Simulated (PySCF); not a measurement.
C3H12ClN3Si3.
SMILES with atom numbers: `[CH2:1]=[C:2]([Cl:3])[CH2:4][SiH:5]1[NH:6][SiH2:7][NH:8][SiH2:9][NH:10]1` (hydrogens: H11, H12 on C1; H13, H14 on C4; H15 on Si5; H16 on N6; H17, H18 on Si7; H19 on N8; H20, H21 on Si9; H22 on N10)

Method: PySCF, PBE0-D3(BJ)/def2-SVP geometry optimisation, gas phase; density fitting, grid level 1; the optimiser is geomeTRIC in internal coordinates, started from a GFN2-xTB structure.

Step 0: E = -43896.5322 eV
```
atom  x, y, z in Å  |  force x, y, z in eV/Å
C1      4.8081    0.2757    1.6277    0.153  -0.362   0.086
C2      4.2877    1.4677    1.3854   -0.008   0.425   0.005
Cl3     4.5266    2.7482    2.5325    0.095   0.273   0.259
C4      3.4212    1.8410    0.2534   -0.449   0.083   0.410
Si5     1.6172    1.9789    0.8711    0.440  -0.169  -0.300
N6      1.2468    0.5456    1.7488   -0.313   0.010  -0.013
Si7    -0.3414   -0.0653    2.0471    0.377   0.358  -0.312
N8     -1.4014    0.8896    1.0743    0.209  -0.076  -0.120
Si9    -1.1176    1.6603   -0.4436    0.391  -0.077   0.213
N10     0.5694    2.0217   -0.4963   -0.228  -0.042   0.118
H11     5.3948    0.0687    2.5043    0.311  -0.022   0.525
H12     4.6652   -0.5302    0.9299   -0.127  -0.425  -0.479
H13     3.5108    1.0942   -0.5325   -0.181  -0.331  -0.316
H14     3.7253    2.8032   -0.1518    0.141   0.473  -0.198
H15     1.4557    3.1834    1.7015    0.071   0.369   0.204
H16     2.0022    0.0844    2.2262    0.504  -0.191   0.193
H17    -0.3485   -1.4891    1.6796   -0.103  -0.589   0.095
H18    -0.7560    0.1346    3.4412   -0.240  -0.187   0.556
H19    -2.3724    0.8170    1.3253   -0.501   0.111   0.225
H20    -1.4101    0.7964   -1.5961   -0.311  -0.173  -0.515
H21    -1.9456    2.8732   -0.4537   -0.476   0.369  -0.218
H22     0.9110    2.4200   -1.3527    0.246   0.174  -0.416
```

Step 1: E = -43896.6942 eV
```
atom  x, y, z in Å  |  force x, y, z in eV/Å
C1      4.8297    0.2502    1.6374    0.033  -0.018   0.043
C2      4.3362    1.4712    1.4114   -0.021   0.096   0.129
Cl3     4.6814    2.7641    2.5512   -0.073  -0.192  -0.182
C4      3.4296    1.8651    0.3004   -0.064   0.015  -0.142
Si5     1.6189    2.0091    0.8666   -0.008   0.138   0.207
N6      1.2463    0.5758    1.7721    0.040  -0.111   0.073
Si7    -0.3320   -0.0857    2.0401   -0.072  -0.149   0.123
N8     -1.4039    0.8618    1.0479   -0.144  -0.005   0.022
Si9    -1.1462    1.6427   -0.4830   -0.105   0.047  -0.097
N10     0.5392    2.0637   -0.4983    0.043   0.021  -0.201
H11     5.4512    0.0395    2.5091    0.001  -0.003  -0.017
H12     4.6280   -0.5574    0.9286   -0.010   0.031   0.015
H13     3.4630    1.1018   -0.4950    0.028   0.013   0.033
H14     3.7552    2.8280   -0.1278   -0.041  -0.015  -0.014
H15     1.5078    3.2553    1.6885   -0.038  -0.057  -0.012
H16     2.0408    0.1123    2.2110   -0.015   0.037  -0.041
H17    -0.3560   -1.5604    1.7451    0.107   0.087  -0.107
H18    -0.8135   -0.0031    3.4626   -0.004   0.130  -0.092
H19    -2.3568    0.9295    1.3998    0.083   0.038   0.013
H20    -1.4931    0.8147   -1.6896    0.170  -0.047   0.065
H21    -2.0860    2.8138   -0.5842    0.077  -0.036   0.144
H22     0.9094    2.4272   -1.3727    0.013  -0.021   0.035
```

Problem. Estimate the geometry and energy of step 2. (The exact step hangs on the optimiser's Hessian estimate; all steps are aligned on step 1, rigid shifts and turns removed.)

Solution. E = -43896.7177 eV, largest force 0.129 eV/Å
```
atom  x, y, z in Å  |  force x, y, z in eV/Å
C1      4.7970    0.2365    1.6263   -0.007  -0.044  -0.028
C2      4.3146    1.4621    1.4007    0.041   0.066   0.071
Cl3     4.6709    2.7443    2.5357   -0.009  -0.026  -0.027
C4      3.4091    1.8712    0.2954    0.012  -0.024  -0.080
Si5     1.6125    2.0283    0.8852    0.013   0.041   0.082
N6      1.2537    0.5915    1.7905   -0.007   0.000   0.044
Si7    -0.3199   -0.0810    2.0461   -0.034  -0.105   0.065
N8     -1.3937    0.8552    1.0472   -0.032  -0.024  -0.015
Si9    -1.1245    1.6336   -0.4822   -0.079   0.015  -0.100
N10     0.5531    2.0757   -0.4947   -0.001   0.030  -0.048
H11     5.4234    0.0131    2.4910   -0.010   0.023   0.005
H12     4.5779   -0.5660    0.9182    0.003  -0.003  -0.008
H13     3.4317    1.1070   -0.4982   -0.027   0.007   0.005
H14     3.7346    2.8316   -0.1371    0.014  -0.006   0.009
H15     1.4908    3.2702    1.7068   -0.020  -0.016   0.003
H16     2.0522    0.1369    2.2290    0.015   0.006  -0.032
H17    -0.3038   -1.5484    1.7336    0.042   0.017  -0.043
H18    -0.8205    0.0184    3.4563   -0.020   0.048  -0.021
H19    -2.3466    0.9210    1.3948    0.029   0.059   0.029
H20    -1.4207    0.7885   -1.6860    0.061  -0.029   0.013
H21    -2.0736    2.7919   -0.5714    0.003  -0.006   0.058
H22     0.9308    2.4376   -1.3658    0.014  -0.028   0.021
```

The energy changes by -0.0235 eV. The first-order estimate −F·Δx gives -0.0374 eV and the mean of the old and new forces, exact on a quadratic surface, -0.0240 eV. The step makes an angle of 70° with the force vector and moves no atom by more than 0.077 Å.

What follows is the cost of the whole optimisation. Cost: about 25 min of CPU time on one thread; the machine was shared, so the figure is rough.
